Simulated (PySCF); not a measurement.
## Telling isomers of C$_{6}$H$_{12}$FNSi apart by NMR

A single conformation, gas phase, no relativistic terms, equivalent nuclei averaged. Coordinates at the GFN2-xTB level; GIAO PBE0/pcSseg-1 shieldings; PySCF.

Scale: TMS for ¹H (σ = 31.72 ppm), ¹³C (σ = 186.93 ppm) (reference shieldings calculated alike). Splittings of carbon signals by F and P are missing where no couplings were computed. Where no couplings were computed, multiplicities follow the n + 1 count of equivalent neighbours, and m marks all less simple cases (inequivalent or close neighbours, rings, F or P nearby). Shifts are as computed. Against solution values, carbons near 30 ppm lie about +3 ppm off and those near 130 ppm about +5 ppm. Of 1211 compounds with measured shifts, 218 miss one by over three times the rms of a fit or turn the order of signals round; such compounds aren't used in these exercises.

(1) Tabulate the signals of `C=C(F)[Si@@H]1C[C@@H]1N(C)C`, `CN1CCC(C[SiH3])=C1F`, `C=C(C)[SiH2][C@@H](F)/C=N\C` and their relative energies.

(2) What is the quickest way to tell C=C(F)[Si@@H]1C[C@@H]1N(C)C from CN1CCC(C[SiH3])=C1F?

(3) What is the quickest way to tell CN1CCC(C[SiH3])=C1F from C=C(C)[SiH2][C@@H](F)/C=N\C?

(4) What is the quickest way to tell C=C(F)[Si@@H]1C[C@@H]1N(C)C from C=C(C)[SiH2][C@@H](F)/C=N\C?

## Answers

(1) 
```tsv
SMILES	carbon types	δC	δH	E rel. (kcal/mol)
C=C(F)[Si@@H]1C[C@@H]1N(C)C	1×C 1×CH 2×CH2 2×CH3	175.5, 113.9, 48.2, 46.1, 11.9	5.69 (m, 1H), 5.62 (m, 1H), 3.38 (m, 1H), 2.37 (s, 6H), 1.91 (m, 1H), 0.97 (m, 1H), 0.60 (m, 1H)	31.8
CN1CCC(C[SiH3])=C1F	2×C 3×CH2 1×CH3	164.6, 85.0, 52.4, 37.3, 31.6, 9.0	3.82 (t, 3H), 3.07 (m, 2H), 2.54 (m, 2H), 2.52 (s, 3H), 1.77 (q, 2H)	0.0
C=C(C)[SiH2][C@@H](F)/C=N\C	1×C 2×CH 1×CH2 2×CH3	170.7, 146.8, 139.0, 89.9, 43.3, 29.6	8.04 (m, 1H), 6.26 (br s, 1H), 5.96 (m, 1H), 5.61 (br s, 1H), 4.43 (m, 1H), 4.33 (m, 1H), 3.50 (s, 3H), 2.18 (s, 3H)	19.9
```

Energies are electronic energies at PBE0/pcSseg-1 on these geometries, without zero-point or thermal terms, each for the one conformer computed, which needn't be the lowest.

(2) Count the carbon signals: 5 against 6. The first has a terminal =CH2 carbon at 113.9 ppm, the second a β carbon of an enol-ether or enamine type C=C (C) at 85.0 ppm. Their most deshielded carbons lie at 175.5 and 164.6 ppm. In the proton spectra the most deshielded non-exchanging signals are 5.69 (m, 1H) and 3.82 (t, 3H).

(3) Both give the same number of carbon signals, but DEPT or the intensities differ. The first has a β carbon of an enol-ether or enamine type C=C (C) at 85.0 ppm, the second a C=N carbon (CH) at 170.7 ppm. Their most deshielded carbons lie at 164.6 and 170.7 ppm. In the proton spectra the most deshielded non-exchanging signals are 3.82 (t, 3H) and 8.04 (m, 1H).

(4) Count the carbon signals: 5 against 6. The first has a three-membered-ring carbon (CH2) at 11.9 ppm, the second a C=N carbon (CH) at 170.7 ppm. Their most deshielded carbons lie at 175.5 and 170.7 ppm. In the proton spectra the most deshielded non-exchanging signals are 5.69 (m, 1H) and 8.04 (m, 1H).
